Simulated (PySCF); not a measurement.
Dipole moment and polarisability of SnH2Me(OSiMe3)

Compound: SnH2Me(OSiMe3), C₄H₁₄OSiSn.
Cartesian coordinates in Å at the PBE0-D3(BJ)/def2-SVP level; atoms count from 1:
```xyz
21
C4H14OSiSn angstrom
Sn     0.3520    2.2362    0.3297
H      0.2900    2.2809    2.0465
H      1.9730    2.3048   -0.2369
C     -0.9261    3.6732   -0.5991
H     -0.6068    4.6943   -0.3462
H     -1.9574    3.5200   -0.2527
H     -0.8912    3.5413   -1.6892
O     -0.3945    0.4879   -0.2400
Si     0.0027   -1.1094   -0.0050
C      1.7060   -1.4658   -0.7212
C     -1.2918   -2.1411   -0.8837
C      0.0129   -1.5150    1.8328
H      1.9739   -2.5281   -0.6005
H      2.4859   -0.8667   -0.2236
H      1.7365   -1.2298   -1.7969
H     -1.3172   -1.8991   -1.9576
H     -1.0825   -3.2179   -0.7802
H     -2.2936   -1.9456   -0.4705
H      0.7625   -0.9157    2.3749
H     -0.9704   -1.3108    2.2859
H      0.2493   -2.5776    2.0041
```

Level: wB97X-D/def2-SVPD (PySCF), static field, nuclei fixed, core orbitals frozen in the response. The polarisability tensor in these axes (au):

```
x   112.18  -2.27   2.11
y    -2.27 127.30  -1.36
z     2.11  -1.36 111.00
```

**Question.** Diagonalise the tensor; give its mean and Δα, where Δα² is half the sum of the squared differences of the eigenvalues.

**Answer.** Principal values 109.39, 113.29 and 127.80 au; mean 116.83 au = 17.31 Å³ = 19.26 × 10⁻⁴⁰ C²·m²/J; Δα = 16.80 au (14 % of the mean).

**Question.** What is the dipole moment, and where does it point?

**Answer.** (0.35, 1.45, 0.27) D, 1.52 D in size, pointing from the negative to the positive side. Measured along this direction, the outermost atoms are H17 at the negative end and H5 at the positive end.

**Question.** What would n − 1 = 2πNα be for an ideal gas of these molecules at 298.15 K and 1 atm, electronic part alone?

**Answer.** N = p/kT = 2.4615 × 10¹⁹ cm⁻³, so n − 1 = 2π × N × 17.31 × 10⁻²⁴ cm³ = 2677 × 10⁻⁶ at long wavelengths, for an ideal gas.

**Question.** Form Σ f/ω² (atomic units) for the 10 lowest TDDFT singlets, given as eV and f, and set it beside the mean polarisability, which is this sum over all singlets: 6.60, 0.0188; 6.91, 0.0642; 7.43, 0.0061; 7.60, 0.0060; 7.65, 0.0372; 7.71, 0.0370; 7.80, 0.0265; 7.87, 0.0943; 8.26, 0.1987; 8.27, 0.2031.

**Answer.** They add up to 8.21 au, 7.0 % of the 116.83 au; the largest single term is 2.20 au, from the state at 8.27 eV. Terms in order: 0.32, 0.99, 0.08, 0.08, 0.47, 0.46, 0.32, 1.13, 2.15, 2.20 au. Higher excitations give the rest. The strengths listed sum to 0.692.

**Question.** What molar refraction does this α imply?

**Answer.** Lorentz–Lorenz: R = (4π/3)N_A α = 2.5225 cm³/(mol·Å³) × 17.31 Å³ = 43.7 cm³/mol, in the limit of long wavelengths.

**Question.** What depolarisation ratio follows for Rayleigh scattering of linearly polarised light, taking the static tensor?

**Answer.** ρ = 3Δα²/(45ᾱ² + 4Δα²) = 847.2/(614189 + 1129.6) = 0.00138.

Isolated species at its PBE0-D3(BJ)/def2-SVP geometry (one conformer only). Atoms past krypton carry effective core potentials; spin–orbit coupling is left out.

These values come from a run that also computed excited states. On one thread, AMD EPYC (x86_64), shared host, this took 3.8 min (with the writing of density and orbital grids) and 1.6 GiB of memory at its peak.
